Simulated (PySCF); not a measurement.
Job file and geometry (Å, from GFN2-xTB) of an NMR shielding run on SMILES CSC[C@@H]1C[C@@H]1B(F)F, C₅H₉BF₂S, PySCF 2.14.0, density-fitted response routines, GIAO PBE0/pcSseg-1 NMR shielding, non-relativistic, gas phase; density fitting, a coarse starting grid and PySCF grid level 2 are the driver's defaults:

```
$ OMP_NUM_THREADS=1 python probes_run.py task.json out

{"job": {"kind": "nmr", "xc": "PBE0", "basis": "pcSseg-1"}, "charge": 0, "multiplicity": 1}
C      1.980076     0.505572     1.167362
S      0.858289     1.455422     0.100487
C      0.679276     0.263418    -1.279791
C     -0.213863    -0.891129    -0.888903
C     -1.692203    -0.756904    -1.079564
C     -1.113066    -0.674053     0.305383
B     -1.031734     0.736716     1.045815
F     -1.901531     1.711243     0.717835
F     -0.715980     0.745873     2.359836
H      2.024238     1.022453     2.120239
H      1.580571    -0.492912     1.311925
H      2.963033     0.474392     0.707743
H      1.679627    -0.064650    -1.555983
H      0.258073     0.848716    -2.097312
H      0.229656    -1.869614    -1.024552
H     -2.259102    -1.633711    -1.354168
H     -2.062306     0.158726    -1.515920
H     -1.271812    -1.533240     0.947910
```

Problem. What does the program print?

Solution. 
```
coarse grid: 15896 points
cycle   1  E = -817.9727529510  dE =  1.205e+00  |g| = 7.012e-01  |ddm| = 3.846e+00
cycle   2  E = -817.9180384077  dE =  5.471e-02  |g| = 9.610e-01  |ddm| = 1.244e+00
cycle   3  E = -818.0621688456  dE = -1.441e-01  |g| = 5.081e-02  |ddm| = 6.858e-01
cycle   4  E = -818.0625626141  dE = -3.938e-04  |g| = 3.121e-02  |ddm| = 8.007e-02
cycle   5  E = -818.0627792417  dE = -2.166e-04  |g| = 6.159e-03  |ddm| = 3.214e-02
cycle   6  E = -818.0627875833  dE = -8.342e-06  |g| = 1.795e-03  |ddm| = 9.131e-03
final grid: 150552 points
cycle   7  E = -818.1254948366  dE = -6.426e-05  |g| = 1.095e-02  |ddm| = 4.034e-02
cycle   8  E = -818.1254747991  dE =  2.004e-05  |g| = 1.412e-02  |ddm| = 2.314e-02
cycle   9  E = -818.1255240974  dE = -4.930e-05  |g| = 7.057e-04  |ddm| = 1.380e-02
cycle  10  E = -818.1255241978  dE = -1.005e-07  |g| = 3.286e-04  |ddm| = 1.120e-03
cycle  11  E = -818.1255242222  dE = -2.441e-08  |g| = 6.574e-05  |ddm| = 3.260e-04
cycle  12  E = -818.1255242233  dE = -1.040e-09  |g| = 1.728e-05  |ddm| = 9.101e-05
cycle  13  E = -818.1255242233  dE = -6.730e-11  |g| = 3.925e-06  |ddm| = 2.211e-05
converged SCF energy = -818.1255242233

GIAO shielding tensors (ppm)
atom      isotropic    diamagn.    paramagn.     s11        s22        s33       span
  0 C      164.186     252.869     -88.683    144.398    161.584    186.575     42.177
  1 S      454.787    1058.356    -603.569    324.411    443.063    596.887    272.476
  2 C      140.861     251.157    -110.296    111.729    148.078    162.776     51.047
  3 C      165.598     250.299     -84.701    116.017    166.003    214.773     98.757
  4 C      167.500     255.021     -87.520    137.818    169.687    194.997     57.179
  5 C      171.760     254.857     -83.097    130.311    169.646    215.324     85.013
  6 B       83.005     187.332    -104.326     63.399     85.544    100.073     36.674
  7 F      286.927     467.005    -180.078    211.620    293.095    356.065    144.445
  8 F      294.534     468.023    -173.489    207.170    318.212    358.220    151.050
  9 H       29.545      29.710      -0.165     24.200     26.673     37.761     13.560
 10 H       29.238      32.259      -3.022     24.645     29.760     33.307      8.662
 11 H       29.794      29.933      -0.139     24.539     26.892     37.951     13.412
 12 H       29.212      31.662      -2.450     23.713     28.034     35.887     12.174
 13 H       29.097      30.803      -1.706     22.750     28.475     36.066     13.316
 14 H       30.272      32.013      -1.741     23.285     27.142     40.389     17.105
 15 H       30.686      30.849      -0.163     24.776     25.741     41.542     16.766
 16 H       30.997      31.923      -0.926     25.350     30.160     37.480     12.130
 17 H       31.072      31.762      -0.691     24.850     27.417     40.948     16.098
```

Size and cost of the density-fitted run: 205 basis functions, 87 s wall time on 1 thread of an Arm Neoverse N1, shared host; peak memory 0.91 GiB.
